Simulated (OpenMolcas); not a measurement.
# V²⁺: CASPT2 settings compared

```json
{
  "Program": "OpenMolcas 26.06",
  "Basis": "ANO-R1 [5s3p3d1f]",
  "Scalar Hamiltonian": "X2C, finite nucleus",
  "Active space": "3 electrons in 5 orbitals (3d)",
  "State averaging": "2S+1 = 4 even, 10 roots; 2S+1 = 2 even, 28 roots kept (CI in the orbitals of an earlier block)",
  "Spin-orbit coupling": "RASSI with atomic mean-field integrals over the reference wave functions, term energies averaged over their components"
}
```

Methods on the same reference wave functions:
A. CASSCF
B. SS-CASPT2, IPEA 0.3 Eh, real shift 0.1 Eh (closed shells correlated: 2s 2p 3s 3p)
C. SS-CASPT2, IPEA 0.15 Eh, real shift 0.5 Eh (closed shells correlated: 2s 2p 3s 3p)
D. SS-CASPT2, IPEA 0.35 Eh, imaginary shift 0.4 Eh (closed shells correlated: 3s 3p)

Energies in cm-1 above 3d3 4F 3/2, the measured ground level; measured values from Sugar and Corliss, J. Phys. Chem. Ref. Data 7, 1191 (1978).

```csv
Level,A,B,C,D,Measured
3d3 4F 3/2,0.0,0.0,0.0,0.0,0.0
3d3 4F 5/2,154,155,155,155,146
3d3 4F 7/2,365,367,367,367,342
3d3 4F 9/2,631,632,632,632,584
3d3 4P 1/2,14778,12260,12110,12360,11514
3d3 4P 3/2,14852,12330,12190,12430,11592
3d3 2G 7/2,14898,12840,12690,12920,11966
3d3 4P 5/2,15026,12500,12360,12600,11770
3d3 2G 9/2,15127,13070,12920,13150,12187
3d3 2P 1/2,19779,17810,17720,17880,15580
3d3 2H 9/2,19799,18030,17940,18080,16811
3d3 2P 3/2,19886,18130,18040,18220,
3d3 2H 11/2,19979,18210,18120,18260,16978
3d3 2D 3/2,21514,16950,16830,17120,
3d3 2D 5/2,21699,17340,17220,17530,16375
```

Deviations, from unrounded energies. A percentage is the sum of absolute deviations over the sum of measured energies, with the sign that they share, or ± where signs differ.

| Against measurement | Levels | A | B | C | D |
| --- | --- | --- | --- | --- | --- |
| mean absolute deviation (cm-1) | 12 | 2600 | 810 | 720 | 880 |
| fine structure of the ground term (%) | 3 | +7.4 | +7.7 | +7.7 | +7.7 |
| other terms of the ground configuration (%) | 9 | +25.0 | +7.7 | +6.8 | +8.4 |

C lies closest to measurement on these levels and A furthest from it. The largest miss of C in the table is 3d3 2P 1/2, by +2100 cm-1. The ranking rests on the paired levels alone, and a cruder setting can come out closer through cancelling errors.

Among B to D the level of the table that moves most is 3d3 2D 5/2, by 310 cm-1 (lowest in C, highest in D). Moves below CASPT2's spread within the term are not significant.

The mean deviations of B to D differ by less than CASPT2's widest spread within a term (780 cm-1), so their order carries little weight.

From A to B the spin-free energies of the other terms of 3d3 shown, above 4F, scale by factors of 0.79 to 0.91, as is usual when dynamic correlation screens the repulsion within a d or f shell.

The lowest spin-free term lies below A's lowest term by 0.247 hartree in B, 0.249 hartree in C, 0.231 hartree in D.

Term energies are means over components that CASPT2 splits; among the terms shown or strongly mixed into the levels shown the widest spread is 780 cm-1 (3d3 4F, C). Terms from blocks run as CI alone lack orbitals of their own. Without dynamic correlation excited terms often stand tens of per cent too high (terms of higher spin than the ground term too low), and those without a measured partner can miss by more than the paired ones (holds for A). Some levels mix across a computed gap that differs much from the measured one, so their mixing is not that of the real levels (holds for A). The CASPT2 spread within a term exceeds the gap to the next term for 3d3 2P and 3d3 2H, so the order of their levels is uncertain (holds for B; C; D). Computed and measured levels are paired by configuration, term and J; levels that our copy of the source lacks, or whose pairing is in doubt (as where it misses far off the trend of its configuration), stay unpaired and out of the deviations. Levels of configurations outside the active space are missing.
